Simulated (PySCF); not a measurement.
A structure optimised at PBE0-D3(BJ)/def2-SVP, used in a PySCF frequency run:

```
C
H 1 1.1047
H 1 1.1057 2 105.66
C 1 1.5337 2 110.61 3 119.02
H 4 1.1045 1 110.53 2 -176.60
H 4 1.1048 5 105.45 1 -119.25
Si 1 1.8877 2 106.84 3 -113.63
O 7 1.6769 1 111.55 2 -54.27
H 8 0.9631 7 116.45 1 -75.69
H 7 1.5031 8 110.38 9 44.64
Si 4 1.8894 5 107.04 6 -112.79
H 11 1.4939 4 111.32 5 -173.82
H 11 1.4944 12 109.24 4 121.58
H 11 1.5014 12 108.00 13 116.17
Si 7 2.3423 10 110.62 8 -116.78
H 15 1.4949 7 111.37 10 59.58
H 15 1.4965 16 108.83 7 -121.70
H 15 1.4980 16 108.49 17 -117.42
```
Charge 0, spin multiplicity 1.

Problem. Write its SMILES and formula.

Solution. O[Si@@H]([SiH3])CC[SiH3], C₂H₁₂OSi₃

Problem. What are its rotational constants (standard atomic weights)?

Solution. 3.9082, 0.79704, 0.70463 GHz
